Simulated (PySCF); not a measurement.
A structure optimised at PBE0-D3(BJ)/def2-SVP, used in a PySCF frequency run:

```
O
C 1 1.3340
F 2 1.3185 1 108.50
F 2 1.3389 3 108.50 1 122.35
F 2 1.3389 3 108.50 1 -122.35
C 1 1.4168 2 116.33 3 -180.00
H 6 1.0955 1 106.26 2 -180.00
H 6 1.1006 7 109.49 1 -119.84
H 6 1.1006 7 109.49 8 -120.31
```

**Question.** Write its SMILES, formula and point group.

**Answer.** COC(F)(F)F, C2H3F3O, Cs

**Question.** What are its rotational constants (standard atomic weights)?

**Answer.** 5.4985, 3.0872, 3.0646 GHz
